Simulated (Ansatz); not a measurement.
H4Si2, singlet, at the geometry of the source list; CCSD/6-31G run with Ansatz (an electronic-structure program).

Ansatz was given this input:
Ansatz 0.2 input:
```yaml
crystal:
  periodic: [false, false, false]
  atoms:
    - {symbol: Si, position_ang: [-0.55400000, -0.01010000, -0.00640000]}
    - {symbol: Si, position_ang: [1.55890000, 0.86810000, -0.09950000]}
    - {symbol: H, position_ang: [-0.93970000, -0.99400000, -1.03200000]}
    - {symbol: H, position_ang: [-1.48610000, 1.11320000, -0.20730000]}
    - {symbol: H, position_ang: [-0.98950000, -0.62700000, 1.25750000]}
    - {symbol: H, position_ang: [2.41040000, -0.35010000, 0.08770000]}
basis:
  gaussian:
    orbitals: 6-31G
magnetization: {spin_polarized: false}
correlation: {method: ccsd}
scf: {lower_state_search: off}
```

Problem. What does Ansatz print? Leave out banner, timings and long lists.

Solution. 
```
Functional definition: HF
these checks for a lower state are left out or cut short: stability, starts, cluster_reference, orbital_swaps, neighbouring_geometries, increment
408 factors; integrals over basis functions are off by at most 2.0e-4 eV
mean field evaluation 1: about -15782.1421 eV, gradient 8.7e0 eV
mean field evaluation 2: about -15782.1467 eV, gradient 8.7e0 eV
mean field evaluation 4: about -15782.6569 eV, gradient 4.7e-1 eV
mean field evaluation 8: about -15782.6598 eV, gradient 2.5e-6 eV
mean field -15782.65975991 eV, -580.0020483058 hartree, gradient 2.5e-6 eV, S^2 0.000000; 0 other end points of the search recorded, 0 dependent functions left out
10 core orbitals not correlated
reference -15782.65975991 eV, -580.0020483058 hartree; 6, 6 occupied and 18, 18 virtual orbitals, 408 factors
second order -2.58099190 eV of doubles, -0.00000000 eV of singles
cycle   1  -3.20428625 eV  change   -6.2e-1 eV  update   7.4e-2
cycle   2  -3.52476429 eV  change   -3.2e-1 eV  update   3.3e-2
cycle   3  -3.53993914 eV  change   -1.5e-2 eV  update   1.0e-2
cycle   4  -3.53993721 eV  change    1.9e-6 eV  update   4.5e-3
cycle   5  -3.54057107 eV  change   -6.3e-4 eV  update   2.1e-3
cycle   6  -3.54026606 eV  change    3.1e-4 eV  update   7.4e-4
cycle   7  -3.54038649 eV  change   -1.2e-4 eV  update   2.7e-4
cycle   8  -3.54048240 eV  change   -9.6e-5 eV  update   8.2e-5
cycle   9  -3.54044265 eV  change    4.0e-5 eV  update   2.3e-5
cycle  10  -3.54044656 eV  change   -3.9e-6 eV  update   7.9e-6
Total energy: -15786.20020647 eV, -580.1321573170 hartree
Checks for a lower state left out: stability, starts, cluster_reference, orbital_swaps, neighbouring_geometries, increment
```
